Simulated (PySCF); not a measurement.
CH₈FNSi₂, SMILES N[SiH2][SiH2]CF. Atoms are numbered in the order given.

```xyz
13

N     -1.5777     0.2489     1.3860
Si    -1.4476    -0.3875    -0.2451
Si     0.5979     0.2502    -1.2601
C      1.7405     0.4759     0.2770
F      1.4590    -0.5434     1.2067
H     -0.7650     0.0596     1.9834
H     -1.8481     1.2324     1.4770
H     -2.6306     0.1171    -1.0275
H     -1.4934    -1.8914    -0.1968
H      0.5510     1.5744    -1.9848
H      1.1890    -0.7759    -2.1939
H      1.5367     1.4589     0.7590
H      2.8247     0.4400     0.0322
```

Geometry optimised at PBE-D3(BJ)/def2-SVP. This is a generated structure with no PubChem entry under its InChIKey; it may be hypothetical. Other conformers were not sampled.

Calculation: PBE-D3(BJ)/def2-SVP in PySCF.

Frequencies are harmonic and unscaled.

```
mode  ν (cm⁻¹)  IR (km/mol)  moving atoms (share of kinetic energy)
----  --------  -----------  --------------------------------------
1           53          0.1                 H 38 %, Si 31 %, N 19 %
2           91          2.6          F 45 %, H 25 %, N 13 %, C 12 %
3          107          0.2          N 29 %, F 26 %, C 18 %, H 18 %
4          166          6.8         N 27 %, Si 27 %, H 23 %, F 20 %
5          235         38.9                                  H 94 %
6          297          6.9         Si 32 %, F 26 %, H 25 %, C 14 %
7          351         17.0                         H 88 %, Si 10 %
8          401          3.6                         Si 81 %, H 16 %
9          499         44.6                         H 68 %, Si 24 %
10         511        194.6                          H 76 %, N 18 %
11         577         16.6                         H 77 %, Si 13 %
12         621         14.4                          H 65 %, C 28 %
13         685          4.2                                  H 90 %
14         734        135.6                 H 61 %, Si 22 %, C 15 %
15         801        122.4         H 60 %, Si 15 %, C 13 %, N 11 %
16         810         44.4                 H 50 %, N 36 %, Si 13 %
17         835         53.7                  H 71 %, Si 17 %, C 9 %
18         875         69.9                                  H 91 %
19         893         58.1                                  H 94 %
20         913         30.2                          H 82 %, N 12 %
21         997         67.3                          C 54 %, F 40 %
22        1192          5.4                                  H 91 %
23        1243          4.7                          H 78 %, C 20 %
24        1398          6.8                                  H 94 %
25        1499         20.3                           H 91 %, N 9 %
26        2130         91.1                                  H 98 %
27        2143         46.0                                  H 96 %
28        2152        124.7                                  H 97 %
29        2162        141.0                                  H 96 %
30        2956         22.2                                  H 95 %
31        3022         13.8                          H 90 %, C 10 %
32        3461         22.9                                  H 96 %
33        3561         27.0                           H 92 %, N 8 %
```
